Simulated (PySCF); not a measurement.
Species: `N#CC[SiH]1C[SiH2]C1`. The columns A, B, C and D hold Mulliken, IAO, Hirshfeld and ESP-fitted charges (e) of one PBE0/pcSseg-1 density (PySCF), in a shuffled order. Coordinates in Å (GFN2-xTB); the density's dipole moment is (-3.52, -1.72, 1.55) D.

| atom | x | y | z | A | B | C | D |
| --- | --- | --- | --- | --- | --- | --- | --- |
| N1 | 3.728 | 0.481 | -1.075 | -0.249 | -0.268 | -0.515 | -0.243 |
| C2 | 2.854 | -0.135 | -0.664 | +0.028 | +0.141 | +0.482 | +0.074 |
| C3 | 1.749 | -0.865 | -0.140 | -0.509 | -0.582 | -0.702 | -0.131 |
| Si4 | 0.449 | 0.337 | 0.604 | +0.873 | +0.939 | +0.813 | +0.394 |
| C5 | -0.623 | 1.187 | -0.735 | -0.828 | -0.837 | -0.677 | -0.255 |
| Si6 | -2.160 | 0.126 | -0.272 | +0.654 | +0.762 | +0.646 | +0.350 |
| C7 | -1.114 | -0.629 | 1.153 | -0.843 | -0.842 | -0.709 | -0.259 |
| H8 | 1.301 | -1.453 | -0.942 | +0.190 | +0.188 | +0.237 | +0.069 |
| H9 | 2.112 | -1.549 | 0.627 | +0.191 | +0.191 | +0.215 | +0.069 |
| H10 | 1.100 | 1.189 | 1.604 | -0.038 | -0.111 | -0.144 | -0.068 |
| H11 | -0.271 | 1.081 | -1.758 | +0.173 | +0.165 | +0.160 | +0.038 |
| H12 | -0.765 | 2.251 | -0.569 | +0.172 | +0.168 | +0.153 | +0.040 |
| H13 | -3.327 | 0.893 | 0.163 | -0.073 | -0.117 | -0.133 | -0.074 |
| H14 | -2.541 | -0.843 | -1.301 | -0.073 | -0.120 | -0.140 | -0.076 |
| H15 | -1.034 | -1.713 | 1.153 | +0.164 | +0.159 | +0.158 | +0.035 |
| H16 | -1.465 | -0.348 | 2.141 | +0.169 | +0.165 | +0.157 | +0.037 |

Which column most likely holds the ESP-fitted charges?

C. Σ q r misses the density's dipole by 0.06 D (C), 0.90 D (B), 1.07 D (D), 1.29 D (A). Charges fitted to the outside potential are the only set here that is tied to the molecule's multipoles.

And the Hirshfeld charges?

D. The mean sizes are 0.138 e (D), 0.327 e (A), 0.360 e (B), 0.378 e (C), and Hirshfeld charges are commonly the smallest of these schemes.

As computed, A = Mulliken, B = IAO, C = ESP-fitted, D = Hirshfeld. Hydrogens on carbon: Mulliken +0.16 to +0.19, IAO +0.16 to +0.19, ESP-fitted +0.15 to +0.24, Hirshfeld +0.03 to +0.07 e.

The Mulliken scheme gives each basis function's population to the atom it is centred on and halves the overlap population of two atoms between them. The Hirshfeld scheme weights the molecular density at each point by an atom's share of the summed free-atom densities.

Geometry: GFN2-xTB, one conformer, isolated molecule.

Shape of the structure used: `[N:1]#[C:2][CH2:3][SiH:4]1[CH2:5][SiH2:6][CH2:7]1`: C2–C3–Si4–C5 78°.
